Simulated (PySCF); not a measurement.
Molecule: `[C@H](C)(BF)CF`, C3H7BF2.

Cartesian coordinates in Å; atom numbers follow the order of the lines, from 1:
```xyz
13

C    -0.3242    1.3698    0.1441
C    -0.0053   -0.0226   -0.4152
B     1.5127   -0.3285   -0.1517
F     2.4173    0.0371   -1.0451
C    -0.8814   -1.0866    0.2088
F    -0.5024   -2.3270   -0.2548
H     0.2650    2.1489   -0.3614
H    -1.3886    1.6209    0.0070
H    -0.1070    1.4347    1.2231
H    -0.1800   -0.0171   -1.5058
H     1.9264   -0.8284    0.8729
H    -0.7784   -1.0823    1.3089
H    -1.9473   -0.9358   -0.0376
```

Geometry PBE0-D3(BJ)/def2-SVP throughout; GIAO in PySCF 2.14, gas phase, one conformer, non-relativistic; equivalent atoms averaged; basis pcSseg-1.

For orientation, BLYP gives these shifts δ (against TMS, BF3·OEt2, CFCl3 at the same level): C5 93.1, C2 33.9, C1 7.1, B3 57.7, F4 -4.2, F6 -244.5, H11 5.55, H13 4.58, H12 4.70 ppm.

A run gave: C5 91.6, C2 32.7, C1 6.6, B3 57.7, F4 0.2, F6 -247.7, H11 5.68, H13 4.59, H12 4.72 ppm (shifts δ (against TMS, BF3·OEt2, CFCl3 at the same level)).

Task: Which functional was used in that run?
A. PBE
B. HF
C. LDA
D. OPBE
E. KT3

Result: A. C5 tells them apart best: PBE gives 91.6, KT3 gives 86.9, LDA gives 94.8, HF gives 78.6, OPBE gives 86.8 ppm.
